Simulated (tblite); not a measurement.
Species: C₄H₆GeOS.
Numbering: `[GeH3:1][O:2][c:3]1[cH:4][cH:5][s:6][cH:7]1` (hydrogens: H8, H9, H10 on Ge1; H11 on C4; H12 on C5; H13 on C7)

Computed with GFN2-xTB (tblite), gas phase: nudged elastic band of 9 images (0 to 8), spring 0.2 eV/Å², climbing image at the end, force threshold 0.05 eV/Å. No saddle search or frequency run followed, so the top image need not be a first-order saddle, and its height can exceed the method's true barrier by a kcal/mol or more.

The band describes a rotation about C3–O2 (aromatic carbon bearing oxygen, oxygen bonded to C and Ge), followed by the dihedral C4–C3–O2–Ge1, from the optimised start (180°) to a second optimised geometry at 0°.

**Question.** How does the energy change from image to image?

**Answer.** 
```tsv
image	dihedral (°)	E (eV)	C3–O2 (Å)	C4···Ge1 (Å)	largest true force (eV/Å)
0	180	0.000	1.352	4.10	0.01
1	-159	0.018	1.354	4.08	0.04
2	-136	0.050	1.356	3.99	0.04
3	-113	0.070	1.358	3.86	0.04
4	-89	0.075	1.359	3.68	0.04
5	-65	0.066	1.359	3.50	0.04
6	-42	0.053	1.357	3.35	0.04
7	-20	0.031	1.355	3.25	0.05
8	0	0.012	1.354	3.27	0.01
```

Barriers of this band. The top is image 4 at -89°: 0.075 eV forward and 0.063 eV back; the end lies 0.012 eV above the start. The central bond is 0.007 Å longer at the top than at the start.

**Question.** What rate follows at 298 K for crossing this barrier forward?

**Answer.** Taking the electronic barrier for the free energy of activation (no zero-point or entropy terms, transmission 1), rate = (kT/h)·exp(−ΔE/kT) ≈ 3 × 10^11 s⁻¹, whose inverse is 3 × 10^-12 s. An error of 1 kcal/mol in the barrier changes this by a factor of 5, and the method and the loose band can each miss by that much or more. The barrier is only 2.9 kT, where transition-state theory is rough.

**Question.** How would the two end points share their population at 298 K, from these energies alone?

**Answer.** exp(−ΔE/kT) with ΔE = 0.012 eV gives 0.63 for the higher one (end) against 1 for the lower, without vibrational, rotational or degeneracy terms. GFN2-xTB can put conformers this close in the wrong order.

The cost below is that of the whole band run. On one thread, Intel Xeon 6975P-C (x86_64), on a shared host, this took 1.9 s and 0.18 GiB of memory at its peak.
